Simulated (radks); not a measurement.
Problem. All-electron atom: the bismuth ion Bi+ in [Hg] 6p2. Calculated with a radial shooting solver on a logarithmic mesh with Libxc functionals: scalar-relativistic Kohn-Sham, r2SCAN, spin-polarised, spherical densities, finite nucleus; open shells are filled with parallel spins first (spin-orbit coupling, left out, can overturn this in heavy ions); meta-GGA in the generalised Kohn-Sham scheme; Fermi nuclear charge, rms radius 5.5211 fm; hard spherical wall at 15 bohr. Some entries of the table are withheld. Estimate them.

| orbital | occ. | eigenvalue (Ry) | <r> (bohr) | <r^2> (bohr^2) |
|---|---|---|---|---|
| 1s up | 1 | -6668.960 | 0.01580 | 0.0003464 |
| 1s down | 1 | -6668.957 | 0.01580 | 0.0003464 |
| 2s down | 1 | -1201.025 | 0.06648 | 0.005244 |
| 2s up | 1 | -1201.025 | 0.06648 | 0.005244 |
| 2p up | 3 | -1027.568 | 0.06055 | 0.004487 |
| 2p down | 3 | -1027.566 | 0.06055 | 0.004487 |
| 3s up | 1 | -291.2663 | 0.1715 | 0.03365 |
| 3s down | 1 | -291.2654 | 0.1715 | 0.03365 |
| 3p up | 3 | -241.4993 | 0.1736 | 0.03498 |
| 3p down | 3 | -241.4979 | 0.1736 | 0.03498 |
| 3d up | 5 | -191.3340 | 0.1575 | 0.02904 |
| 3d down | 5 | -191.3327 | 0.1575 | 0.02904 |
| 4s up | 1 | -67.84811 | 0.3770 | 0.1603 |
| 4s down | 1 | -67.84539 | 0.3770 | 0.1603 |
| 4p up | 3 | -51.47329 | 0.4022 | 0.1837 |
| 4p down | 3 | -51.47052 | 0.4022 | 0.1837 |
| 4d up | 5 | -32.63801 | 0.4223 | 0.2057 |
| 4d down | 5 | -32.63481 | 0.4223 | 0.2057 |
| 5s up | 1 | -12.41094 | 0.8336 | 0.7782 |
| 5s down | 1 | -12.40214 | 0.8340 | 0.7790 |
| 4f up | 7 | -11.93810 | 0.4411 | 0.2323 |
| 4f down | 7 | -11.93430 | 0.4411 | 0.2322 |
| 5p up | 3 | -7.81799 | 0.9496 | 1.016 |
| 5p down | 3 | -7.81309 | 0.9497 | 1.016 |
| 5d up | 5 | -2.64530 | (1) | 1.771 |
| 5d down | 5 | -2.62963 | (2) | 1.731 |
| 6s up | 1 | -1.71099 | 2.155 | 5.232 |
| 6s down | 1 | -1.57639 | 2.097 | 4.953 |
| 6p up | 2 | (3) | 2.761 | 8.622 |
| 6p down | 0 | (4) | 2.705 | 8.290 |
| 7s up | 0 | -0.30507 | 5.605 | (5) |
| 6d up | 0 | -0.20108 | 5.212 | 31.76 |

Solution. 
(1) 5d up <r> (bohr): 1.236
(2) 5d down <r> (bohr): 1.224
(3) 6p up eigenvalue (Ry): -0.90803
(4) 6p down eigenvalue (Ry): -0.72844
(5) 7s up <r^2> (bohr^2): 35.53
